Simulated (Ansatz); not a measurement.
A nudged elastic band was laid between two geometries of AlClF2H2 (6 atoms, charge 0, multiplicity 1).

The calculation used RKS B3LYP-D4/def2-SVPD (Ansatz 0.2.0).

| Property | Result |
| --- | --- |
| movable images | 5 |
| climbing image | yes |
| spring | 5.0 eV/Å² |
| optimiser | quadratic models (default) |
| start path | through a guess of the saddle point |
| force threshold | 0.05 eV/Å |
| iteration limit | 60 |
| end points | relaxed |

Initial state:

```xyz
6
Properties=species:S:1:pos:R:3
Al 0.036 0.061 0.032
F 0.013 0.461 1.676
H 1.357 0.194 -0.785
F -1.452 0.017 -0.743
Cl 0.078 -2.434 0.885
H 0.013 -1.900 2.070
```

Final state:

```xyz
6
Properties=species:S:1:pos:R:3
Al 0.062 -0.449 -0.146
F -0.012 -0.046 1.865
H 1.356 0.259 -0.645
F -1.461 0.103 -0.584
Cl 0.132 -2.534 0.447
H -0.031 -0.934 2.197
```

Question: What changes between the two ends?

Answer: Bonds broken: Cl5–H6. Bonds formed: F2–H6.

Question: What energy profile does the band end with?

Answer: The run converged. The highest image is number 3 of 0 to 6, 0.230 eV above the first end and 0.241 eV above the last; the last end lies 0.011 eV below the first. A vibrational analysis at the climbing image gives one clearly imaginary mode, 641i cm⁻¹: a first-order saddle point. The orbitals stay closed-shell, which can raise the energy where a bond breaks towards radicals; this wasn't checked here.

| image | path coordinate (Å) | energy (eV) | Cl5–H6 (Å) | F2–H6 (Å) |
| --- | --- | --- | --- | --- |
| 0 | 0.00 | 0.000 | 1.30 | 2.39 |
| 1 | 0.31 | 0.022 | 1.31 | 1.99 |
| 2 | 0.62 | 0.107 | 1.35 | 1.61 |
| 3 | 0.93 | 0.230 | 1.52 | 1.24 |
| 4 | 1.18 | 0.113 | 1.77 | 1.04 |
| 5 | 1.43 | 0.010 | 2.06 | 0.97 |
| 6 | 1.68 | -0.011 | 2.38 | 0.95 |

Question: What is the geometry of the highest image?

Answer: 
```xyz
6
Properties=species:S:1:pos:R:3:forces:R:3
Al 0.040 -0.226 -0.007 0.01 0.01 -0.04
F -0.001 0.012 1.799 -0.01 0.01 0.02
H 1.366 0.198 -0.698 0.01 0.00 0.00
F -1.472 0.063 -0.666 -0.01 0.00 0.01
Cl 0.087 -2.420 0.885 0.00 0.00 -0.01
H 0.027 -1.228 1.822 0.00 -0.01 0.02
```

Question: What are the harmonic wavenumbers there?

Answer: 641i, 141, 212, 346, 483, 558, 624, 770, 819, 857, 1477, 2054 cm⁻¹.

Run time: 56 s on 4 threads of Arm Neoverse V1, with other jobs on the host, peak memory 0.25 GiB.
